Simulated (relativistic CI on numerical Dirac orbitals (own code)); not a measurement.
What each ingredient does to the levels of Yb²⁰⁺

Base calculation: Dirac-Coulomb-Breit CI, KLI orbitals optimised for each configuration, model QED, unscaled Slater integrals.

CI space (outside the closed core [Ar] 3d10): 4s2.4p6.4d10.4f4, 4s2.4p6.4d10.4f3.5s, 4s2.4p6.4d10.4f2.5s2, 4s2.4p6.4d10.4f3.5p, 4s2.4p6.4d10.4f2.5s.5p, 4s2.4p6.4d9.4f5, 4s2.4p6.4d10.4f2.5p2, 4s2.4p6.4d10.4f2.5s.5d, 4s2.4p6.4d10.4f3.5d, 4s2.4p6.4d10.4f2.5p.5d, 4s2.4p6.4d9.4f3.5s2, 4s2.4p5.4d10.4f5, 4s2.4p6.4d10.4f3.5f, 4s2.4p6.4d9.4f4.5s, 4s2.4p6.4d10.4f2.5d2, 4s2.4p6.4d10.4f3.6s, 4s2.4p6.4d10.4f3.5g, 4s.4p6.4d10.4f5, 4s2.4p6.4d10.4f3.6d. Levels of other configurations are missing.

Variants: (1) P86 correlation estimate; (2) configuration mixing switched off; (3) one mean potential for all configurations. Shifts of the energy above 4s2.4p6.4d10.4f4 5I_4, in cm⁻¹, for the lowest level and the first level of each name with at least 55 % of one term (blank where a level changes its place among those of its configuration and J or its character, or is not in the variant):

```tsv
Level	Base	Δ(1)	Δ(2)	Δ(3)
4s2.4p6.4d10.4f4 5I_4	0.0	0.0	0.0	0.0
4s2.4p6.4d10.4f4 5I_5	7927.4	-0.1	-55.0	-153.5
4s2.4p6.4d10.4f4 5I_6	15552.2	-0.1	-67.2	-276.8
4s2.4p6.4d10.4f4 5I_7	22615.5	-0.1	-42.2	-366.2
4s2.4p6.4d10.4f4 5I_8	29145.2	-0.1	-9.5	-430.9
4s2.4p6.4d10.4f4 5F_2	33229.3	+1.1	+1320.7	-43.2
4s2.4p6.4d10.4f4 5F_1	33590.2	+0.6	+1188.6	-134.6
4s2.4p6.4d10.4f4 5F_3	38777.0	+0.8	+1230.7	-194.3
4s2.4p6.4d10.4f4 5S_2	40799.7	+1.1	+2368.0	-244.9
4s2.4p6.4d10.4f4 3K_6	43881.2	+0.3	+474.3	-255.2
4s2.4p6.4d10.4f4 5G_2	44670.4	+1.5	+1953.2	-95.5
4s2.4p6.4d10.4f4 5G_3	46626.6	+1.4	+1581.5	-128.6
4s2.4p6.4d10.4f4 5F_5	47832.4	+1.0	+1222.9	-294.5
4s2.4p6.4d10.4f4 5G_4	57469.2	+1.4	+1711.7	-326.2
4s2.4p6.4d10.4f4 3G_3	59576.1	+1.6	+1216.5	-327.3
4s2.4p6.4d10.4f4 3P_1	63945.7	+1.4	+1586.9	-331.8
4s2.4p6.4d10.4f4 3L_7	65221.3	0.0	+316.3	-476.0
4s2.4p6.4d10.4f4 5G_5	65530.3	+1.3	+1699.1	-441.5
4s2.4p6.4d10.4f4 5G_6	66877.6	+1.8	+1598.7	-456.7
4s2.4p6.4d10.4f4 3P_0	69014.2	+1.4	+1855.5	-370.1
4s2.4p6.4d10.4f4 3D_3	69801.5	+1.4	+1364.7	-365.0
4s2.4p6.4d10.4f4 3F_4	70079.5	+1.7	+1894.6	-367.1
```

At this charge energies of transitions that change n are usually good to better than 1 %, and those within a shell (Δn = 0) to a few per cent. Terms inside the open d or f shell come out 10 to 20 % too wide with unscaled integrals.

Ionisation energy from the two ground configurations alone: base 529.812 eV; P86 correlation estimate 531.718 eV. The NIST ASD value (theoretical) is 540 eV.

LS names give the leading component of a level, which can be under half, so a name can repeat, a term be missing and a line seem to break the LS rules.
